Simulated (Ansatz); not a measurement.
C2H5FGaN (`[CH3][GaH][C](=N)F`). The species carries charge 0 and has multiplicity 1. The structure was optimised at the PBE0-D4/def2-TZVP level. It is one conformer, not always the lowest.

```xyz
10

C    -0.636    0.547    1.623
Ga    0.228   -0.783    0.482
C     0.351   -0.340   -1.464
N     0.805    0.759   -1.846
F    -0.020   -1.299   -2.365
H    -1.722    0.427    1.559
H    -0.397    1.550    1.266
H    -0.346    0.450    2.669
H     0.860   -2.140    0.941
H     0.877    0.829   -2.864
```

What is the dipole moment at ωB97M-V/def2-TZVPP? (An estimate is asked.)

Computed: 1.17 D, with components (-0.53, -0.11, 1.04) D in this frame, pointing from negative to positive charge.

And with PBE, r2SCAN, B3LYP? (Estimate.)

Computed: PBE 1.07 D, r2SCAN 1.12 D, B3LYP 1.17 D.

Give the Mulliken charges with ωB97M-V, r2SCAN, PBE in def2-TZVPP. (An estimate is asked.)

The calculation gave: 
```
atom  ωB97M-V  r2SCAN    PBE
  C1    -0.46   -0.30  -0.36
 Ga2     0.34    0.33   0.24
  C3     0.10    0.15   0.09
  N4    -0.25   -0.31  -0.24
  F5    -0.21   -0.21  -0.17
  H6     0.11    0.07   0.09
  H7     0.13    0.09   0.12
  H8     0.12    0.08   0.11
  H9    -0.02   -0.06  -0.04
 H10     0.12    0.15   0.15
```

B3LYP here is the variant with VWN-RPA as its local correlation; programs differ in this.
